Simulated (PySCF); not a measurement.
Structure problem from calculated spectra and properties.

Elements present: C, H and O. Monoisotopic mass: 146.0579 u.

| Item | Value |
| --- | --- |
| 1H NMR | chemical shifts (computed TMS as zero) by class: 4.45 (2 H), 3.87 (3 H), 2.84 (2 H), 2.08 (3 H) ppm [GIAO PBE0/pcSseg-1] |
| Rotational structure | rotational constants A, B, C: 4.072, 0.513, 0.492 GHz [GFN2-xTB] |
| 13C NMR | chemical shifts (computed TMS as zero) by class: 178.2 (1 C), 177.2 (1 C), 63.5 (1 C), 53.7 (1 C), 34.6 (1 C), 23.4 (1 C) ppm [GIAO PBE0/pcSseg-1] |
| NMR, other nuclei | isotropic shieldings of nuclei other than C and H, by class: -115 (1 O), -102 (1 O), 130 (1 O), 146 (1 O) ppm [GIAO PBE0/pcSseg-1] |
| Dipole | 2.15 D [PBE0/pcSseg-1] |

Electronic properties: PySCF, gas phase, density fitting. Levels stand in brackets. Isolated species at its GFN2-xTB geometry (one conformer only). GFN2-xTB frequencies show an imaginary mode (41i cm⁻¹), so this geometry is no minimum at that level. Each NMR value is the plain mean over a class of atoms that symmetry, rotation or inversion makes alike.

**Question.** Which formula fits the mass and the elements?

**Answer.** C6H10O4 (calculated 146.0579). No other formula that holds each of these elements comes within 0.0003 u with a fitting electron parity and a possible valence count.

**Question.** What is the compound? Reason from the data.

**Answer.** Numbering: `[CH3:1][O:2][C:3](=[O:4])[CH2:5][CH2:6][O:7][C:8]([CH3:9])=[O:10]`. Its formula, C6H10O4, gives 2 degrees of unsaturation: 0 rings and 2 π bonds in the structure found. 6 carbons fall into 6 classes; from least to most shielded: ester carbonyl carbon [C3] (178.2 ppm), ester carbonyl carbon [C8] (177.2 ppm), sp3 carbon bound to oxygen [C6] (63.5 ppm), methoxy carbon [C1] (53.7 ppm), sp3 carbon next to a carbonyl [C5] (34.6 ppm), methyl carbon next to a carbonyl [C9] (23.4 ppm). Hydrogen classes from least to most shielded: 2 H on an sp3 carbon bound to oxygen, C6 (4.45 ppm, a mean of values up to 0.6 ppm apart in this geometry), 3 H on a methoxy carbon, C1 (3.87 ppm), 2 H on an sp3 carbon next to a carbonyl, C5 (2.84 ppm, a mean of values up to 1.0 ppm apart in this geometry), 3 H on a methyl carbon next to a carbonyl, C9 (2.08 ppm). The other shieldings belong to: -115 ppm, ester carbonyl oxygen [O10]; -102 ppm, ester carbonyl oxygen [O4]; 130 ppm, ester single-bonded oxygen [O7]; 146 ppm, ester single-bonded oxygen [O2]. The optimised geometry has point group C1 and is an asymmetric top. Structure: `COC(=O)CCOC(C)=O`. Computed isomers that give other values at the same levels: `CCOC(=O)[C@H](C)OC=O` (13C chemical shifts (computed TMS as zero) by class: 178.6 (1 C), 165.8 (1 C), 74.1 (1 C), 64.2 (1 C), 18.9 (1 C), 16.4 (1 C) ppm); `CCCOC(=O)C(=O)OC` (13C chemical shifts (computed TMS as zero) by class: 165.8 (1 C), 165.7 (1 C), 67.4 (1 C), 53.1 (1 C), 27.9 (1 C), 13.0 (1 C) ppm); `CO[C@@H]1OCC[C@@H]1OC=O` (13C chemical shifts (computed TMS as zero) by class: 166.4 (1 C), 107.4 (1 C), 78.4 (1 C), 67.9 (1 C), 57.2 (1 C), 33.0 (1 C) ppm). The assignments are read from this structure; whether some other isomer fits the data as well wasn't checked.
